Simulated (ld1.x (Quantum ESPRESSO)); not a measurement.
## Logarithmic derivatives: tantalum (Ta), ultrasoft

tantalum (Ta), ultrasoft, made with ld1.x (Quantum ESPRESSO) 7.5 (PBE, scalar-relativistic). Core [Xe] 4f14, reference 5d3 6s1.5 6p0 (charge +0.5). Waves: 6s (bound): rcut 2.50, rcutus 2.70 bohr; 6s channel at 3.6 Ry: rcut 2.50, rcutus 2.70 bohr; 6p (bound, empty): rcut 3.40, rcutus 3.70 bohr; 6p channel at 0.9 Ry: rcut 3.40, rcutus 3.70 bohr; 5d (bound): rcut 1.20, rcutus 1.65 bohr; 5d channel at 3.1 Ry: rcut 1.20, rcutus 1.65 bohr; 5f channel at 0.4 Ry: rc 3.35 bohr. Local part: the f channel. Core correction: none. Augmentation charge: PSQ, radius 1.25 bohr.

The phase is arctan(r·u′/u) with u = r·R(r), unwrapped; energies in Ry, scanned from -3 to 5 Ry. A pole is an energy at which the radial function vanishes at the test radius. The pseudo phase is shifted by a multiple of π to meet the all-electron one at the reference energy, and phase errors are pseudo minus all-electron; the curves can meet again beyond the range given. Levels narrower than the energy grid can be missing from the lists of poles. Where the grid stepped over a known ghost or core level, its pole and its step of π were put in at the level’s energy.

```
channel  radius (bohr)  reference energy (Ry)  poles, all-electron      poles, pseudo  unbroken range about the reference energy with phases within 0.05 rad  phase error 1 Ry above the reference energy (rad)
      s           4.02                  -0.62          -0.22, 3.14  -0.22, 3.14, 4.68                                                              below 1.2                                             -0.002
      p           4.02                  -0.29           0.53, 4.17   0.53, 2.75, 4.93                                                              below 1.8                                             -0.000
      d           4.02                  -0.51          -0.41, 1.96        -0.41, 1.97                                                              below 0.5                                             +0.042
      f           4.02                   0.40    -2.07, 1.51, 4.32         1.53, 4.61                                                            -2.1 to 2.4                                             +0.003
```

The ghost test of this file was not conclusive. Its overlap operator is not positive definite in a basis up to 400 Ry (lowest eigenvalue d -51.32), so the file is unfit for use: the generalised eigenproblem breaks down once the basis is large enough, and its test numbers describe a broken file.

Phases in the p channel:

```json
{"E (Ry)": "-3.00", "all-electron": "1.416", "pseudo": "1.413"}
{"E (Ry)": "-2.76", "all-electron": "1.406", "pseudo": "1.404"}
{"E (Ry)": "-2.52", "all-electron": "1.395", "pseudo": "1.395"}
{"E (Ry)": "-2.28", "all-electron": "1.383", "pseudo": "1.383"}
{"E (Ry)": "-2.04", "all-electron": "1.369", "pseudo": "1.368"}
{"E (Ry)": "-1.80", "all-electron": "1.350", "pseudo": "1.350"}
{"E (Ry)": "-1.56", "all-electron": "1.325", "pseudo": "1.325"}
{"E (Ry)": "-1.32", "all-electron": "1.291", "pseudo": "1.290"}
{"E (Ry)": "-1.08", "all-electron": "1.236", "pseudo": "1.236"}
{"E (Ry)": "-0.84", "all-electron": "1.139", "pseudo": "1.139"}
{"E (Ry)": "-0.60", "all-electron": "0.912", "pseudo": "0.912"}
{"E (Ry)": "-0.36", "all-electron": "0.110", "pseudo": "0.110"}
{"E (Ry)": "-0.12", "all-electron": "-1.037", "pseudo": "-1.037"}
{"E (Ry)": "0.12", "all-electron": "-1.379", "pseudo": "-1.379"}
{"E (Ry)": "0.36", "all-electron": "-1.512", "pseudo": "-1.512"}
{"E (Ry)": "0.60", "all-electron": "-1.589", "pseudo": "-1.589"}
{"E (Ry)": "0.84", "all-electron": "-1.647", "pseudo": "-1.647"}
{"E (Ry)": "1.08", "all-electron": "-1.703", "pseudo": "-1.703"}
{"E (Ry)": "1.32", "all-electron": "-1.769", "pseudo": "-1.770"}
{"E (Ry)": "1.56", "all-electron": "-1.868", "pseudo": "-1.875"}
{"E (Ry)": "1.80", "all-electron": "-2.064", "pseudo": "-2.111"}
{"E (Ry)": "2.04", "all-electron": "-2.650", "pseudo": "-3.050"}
{"E (Ry)": "2.28", "all-electron": "-3.834", "pseudo": "-4.238"}
{"E (Ry)": "2.52", "all-electron": "-4.309", "pseudo": "-4.550"}
{"E (Ry)": "2.76", "all-electron": "-4.476", "pseudo": "-4.721"}
{"E (Ry)": "3.00", "all-electron": "-4.559", "pseudo": "-5.027"}
{"E (Ry)": "3.24", "all-electron": "-4.610", "pseudo": "-7.112"}
{"E (Ry)": "3.48", "all-electron": "-4.645", "pseudo": "-7.598"}
{"E (Ry)": "3.72", "all-electron": "-4.673", "pseudo": "-7.705"}
{"E (Ry)": "3.96", "all-electron": "-4.695", "pseudo": "-7.756"}
{"E (Ry)": "4.20", "all-electron": "-4.715", "pseudo": "-7.790"}
{"E (Ry)": "4.44", "all-electron": "-4.734", "pseudo": "-7.815"}
{"E (Ry)": "4.68", "all-electron": "-4.752", "pseudo": "-7.835"}
{"E (Ry)": "4.92", "all-electron": "-4.771", "pseudo": "-7.854"}
```
